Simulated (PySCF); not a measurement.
FGe, SMILES [F][Ge] (connectivity only; charge and spin as stated), charge +1, multiplicity 1. Coordinates come from a PBE0-D3(BJ)/def2-TZVPD optimisation. The multiplicity is an assumed one; other spin states were not compared.

PySCF 2.14.0 with TDA-PBE/def2-TZVPD puts the lowest singlet excitations at 6.69, 6.69, 6.72, 6.87, 6.87, 8.33 eV.

What are the lowest excitation roots from PySCF with ADC(2)/aug-cc-pVDZ? (An estimate is asked for; the answer gives what the named calculation found.)

6.61, 6.61, 7.24, 7.24, 7.29, 7.58 eV. S1 differs by -0.08 eV (second minus first; roots are paired by order, and the bases may differ).
